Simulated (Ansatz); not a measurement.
Basis-set extrapolation for `CBO[SiH](O)F` (PBE0-D4/def2-TZVP geometry, frozen core, Ansatz). Multiplicity 1, RHF reference.

```json
{"": "HF", "def2-TZVPP": "-604.537744", "def2-QZVPP": "-604.563219"}
{"": "MP2 correlation", "def2-TZVPP": "-1.111202", "def2-QZVPP": "-1.201842"}
{"": "CCSD(T) correlation", "def2-TZVPP": "-1.184233", "def2-QZVPP": "not run"}
```

Energies in hartree. Use E(X) = E(∞) + A·exp(−7.88·√X) for Hartree–Fock and E(X) = E(∞) + B·X^(−2.97) for correlation, with X = 3 and 4, and add CCSD(T) minus MP2 of the smaller set to the MP2 limit.

What is the CCSD(T) energy at the basis-set limit?

HF limit: -604.563219 + (-0.025475) × 0.13774 = -604.56673. MP2 limit: -1.201842 + (-0.090640) × 0.74074 = -1.26898. Higher-order term: -1.184233 − (-1.111202) = -0.07303. Total: -605.90874 hartree, 490.3 kJ/mol below CCSD(T)/def2-TZVPP.
